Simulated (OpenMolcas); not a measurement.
Pd2+: moving the ligands

Pd2+ with 6 ligands (fluoride) in octahedral coordination (Oh) at 2.17 Å. A charge of +0.667 e stands 2.8 Å behind each ligand. Ligand basis ANO-RCC-VDZP.
```
Pd    0.0000    0.0000    0.0000
F     2.1700    0.0000    0.0000
F     0.0000    2.1700    0.0000
F    -2.1700    0.0000    0.0000
F     0.0000   -2.1700    0.0000
F     0.0000    0.0000    2.1700
F     0.0000    0.0000   -2.1700
```

```
Program             : OpenMolcas
Method              : CASSCF
Basis               : ANO-RCC-VTZP [7s6p4d2f1g]
Scalar Hamiltonian  : DKH2, point nucleus
Active space        : 8 electrons in 5 orbitals (4d)
State averaging     : 2S+1 = 3 even, 10 roots; 2S+1 = 1 even, 15 roots
Spin-orbit coupling : state interaction with AMFI integrals over the reference wave functions
```

Runs around this geometry, states (labels of O, the rotations of Oh). Energies in cm-1 above the lowest state or level, χT in cm3 K/mol; 10Dq and B are least-squares fits to the states below 45000 cm-1, weighted by degeneracy, with a free offset, and given where the rms deviation is under 5 % of |10Dq| (or 100 cm-1) and under 700 cm-1.

| R (Å) | Ground state | First state of that spin | 10Dq | B (rms of fit) | First gap with spin-orbit (degeneracies) | χT at 300 K | First state of another spin |
| --- | --- | --- | --- | --- | --- | --- | --- |
| 2.09 | 3A2 | 3T2 12224 | 12418 | 883 (66) | 10973 (3, 2) | 1.451 | 1E 13784 |
| 2.17 | 3A2 | 3T2 9750 | 9914 | 897 (65) | 8829 (3, 2) | 1.569 | 1E 13829 |
| 2.22 | 3A2 | 3T2 8478 | 8628 | 904 (64) | 7638 (3, 2) | 1.653 | 1E 13836 |

Taking |10Dq| as R^-n, n = -ln(8628 / 12418) / ln(2.22 / 2.09) = 6.0 between the shortest and longest distance. The point-charge formula for a cubic d site gives n = 5.

Without dynamic correlation the repulsion within the d shell is too large (B by tens of per cent), so at a given field states of lower spin stand too high. Real 4d8 and 5d8 ions are as a rule square planar and diamagnetic. With metal d orbitals alone the field can be off either way by tens of per cent. Ligand-to-metal charge-transfer states are missing. With no ligand orbital active B as a rule stays too high, so bands that hang on it stand too high and its fall with covalency is understated. No measured value stands beside these numbers; the geometry was imposed, not optimised, and the real ion may take another.
